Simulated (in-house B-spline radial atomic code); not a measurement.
Values are calculated unless marked as measured or tabulated.
# Sb in an electron gas of r_s = 3.3: phase shifts, screening and friction

A nucleus sits in a uniform electron gas with a rigid positive background. The Kohn-Sham equations are solved self-consistently in the spin-unpolarised LDA (PW92), non-relativistic, on B-splines with outgoing waves at the boundary and partial waves to l = 8. The model has no lattice, no bands and no magnetic solution. Atomic units; δ_l are the phase shifts at the Fermi level, counted so that each bound state adds π, and good to about 0.0005.

The density parameter is r_s = 3.3 bohr.

| l | δ_l (rad) |
| --- | --- |
| 0 | 14.0165 |
| 1 | 11.2451 |
| 2 | 6.4421 |
| 3 | 0.0209 |
| 4 | 0.0010 |
| 5 | 0.0002 |
| 6 | 0.0002 |
| 7 | 0.0003 |
| 8 | 0.0002 |

Bound levels below the band bottom (hartree): d -18.92, s -4.737, p -3.334, d -0.9872, s -0.1808 and deeper ones.

Check the Friedel sum rule, and say where the screening charge sits.

k_F = (9π/4)^(1/3)/r_s = 0.58156. The rule is Z = (2/π) Σ (2l + 1) δ_l. The terms are s 8.923, p 21.477, d 20.506, f 0.093 and 0.014 beyond, in all 51.013 against Z = 51. Bound states hold 10 s, 18 p, 20 d electrons, so the scattering states carry 3.01 in all; where a term is smaller than its bound count, the bound level has drawn weight out of the band.

Find the transport cross section and the electronic stopping of a 10 keV Sb ion (mass 121.76 u).

σ_tr = (4π/k_F²) Σ (l + 1) sin²(δ_l − δ_(l+1)). The terms for l = 0 to 3 are 0.1309, 1.9836, 0.0568, 0.0016, all together 2.1729, so σ_tr = 37.155 × 2.1729 = 80.733 bohr². With n = 3/(4π r_s³) = 0.006643, the friction coefficient is Q = n k_F σ_tr = 0.3119. For v well below v_F = 0.582, dE/dx = Q v; with 24801 eV per u at v = 1, v = √(10000/(24801 × 121.76)) = 0.0575, so dE/dx = 0.01795 hartree/bohr = 9.23 eV/nm. The largest term couples the p and d waves.
